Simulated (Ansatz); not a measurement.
Total energies of Zn2Se2⁻ from Ansatz at r2SCAN-D4/def2-TZVPD, gas phase (1 Eh = 27.2114 eV = 2625.5 kJ/mol). The reference geometry is relaxed at PBE-D4/def2-SVPD.

```xyz
4

Zn    0.9082    0.8252    0.5490
Zn   -0.9080   -0.8252   -0.5487
Se   -0.9514    1.5641   -0.7769
Se    0.9512   -1.5641    0.7766
```

| state | geometry | energy (Eh) |
| --- | --- | --- |
| charge -1 doublet | reference | -8362.03751 |
| charge 0 singlet | reference | -8361.95791 |
| charge -1 quartet | relaxed at PBE-D4/def2-SVPD | -8361.97558 |

Work out the vertical ionisation energy to the singlet.

E(charge 0 singlet) − E(charge -1 doublet) = -8361.95791 − (-8362.03751) = 0.07960 Eh = 2.17 eV. For comparison, −ε of the highest occupied level of the spin that leaves is 0.22 eV at this level, 1.95 eV less.

Which of the charge -1 states is lowest, and how far above it are the others?

The doublet. quartet: -8361.97558 − (-8362.03751) = 0.06193 Eh = 162.6 kJ/mol.

The structure comes from a short search, and lower isomers may exist.
